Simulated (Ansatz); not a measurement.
A nudged elastic band was laid between two geometries of C₂H₄FNOSi (10 atoms, charge 0, multiplicity 1).

The calculation used Ansatz, RKS B3LYP-D4/def2-mTZVP.

```yaml
movable_images: 7
climbing_image: yes
spring: 5.0 eV/Å²
optimiser: quadratic models (default)
start_path: IDPP
force_threshold: 0.05 eV/Å
iteration_limit: 44
end_points: relaxed
```

Image 0:

```xyz
10
Properties=species:S:1:pos:R:3
F -1.616 -0.359 1.079
C -0.554 0.067 0.353
Si 0.791 -1.292 0.139
N -0.075 1.414 0.705
C -0.439 1.727 -0.484
O -1.015 0.591 -0.978
H 1.330 -1.609 1.478
H 0.147 -2.478 -0.463
H 1.833 -0.735 -0.747
H -0.319 2.624 -1.079
```

Image 8:

```xyz
10
Properties=species:S:1:pos:R:3
F -0.529 0.477 1.846
C -0.222 0.321 0.535
Si 0.914 -1.198 0.214
N 0.137 1.568 -0.158
C -0.923 1.355 -0.846
O -1.480 0.242 -0.283
H 0.240 -2.394 0.762
H 1.094 -1.303 -1.248
H 2.199 -0.957 0.901
H -1.346 1.838 -1.719
```

(1) Which bonds break or form, and what moves?

(2) Give the energies along the band, and the barrier.

(3) What is the geometry of the highest image?

(4) What are the harmonic wavenumbers there?

Answers

(1) No bond is made or broken. The dihedral O6–C2–Si3–H8 goes from -68 to 52°. The two ends are copies of one structure, up to a mirror image or an exchange of like atoms.

(2) The forces met the threshold. The highest image is number 4 of 0 to 8, 2.4 kcal/mol above the ends, which have the same energy within 2 meV. A vibrational analysis at the climbing image gives one clearly imaginary mode, 149i cm⁻¹: a first-order saddle point.

```
image  path coordinate (Å)  energy (kcal/mol)  dihedral O6–C2–Si3–H8 (°)
    0                 0.00                0.0                        -68
    1                 0.50                0.3                        -53
    2                 1.01                1.2                        -38
    3                 1.51                2.0                        -23
    4                 2.02                2.4                         -8
    5                 2.52                2.0                          7
    6                 3.02                1.2                         23
    7                 3.53                0.3                         37
    8                 4.03                0.0                         52
```

(3) 
```xyz
10
Properties=species:S:1:pos:R:3
F -1.039 0.067 1.658
C -0.375 0.199 0.482
Si 0.899 -1.239 0.203
N 0.088 1.573 0.210
C -0.749 1.538 -0.760
O -1.364 0.325 -0.643
H 0.876 -2.086 1.413
H 0.477 -2.005 -0.988
H 2.235 -0.645 -0.003
H -0.965 2.224 -1.570
```

(4) 149i, 193, 236, 307, 430, 461, 598, 622, 676, 767, 917, 947, 951, 954, 995, 1077, 1140, 1164, 1319, 1626, 2260, 2271, 2276, 3201 cm⁻¹.

Run time: 120 s on 2 threads of Arm Neoverse V2, on a shared host, peak memory 0.32 GiB.
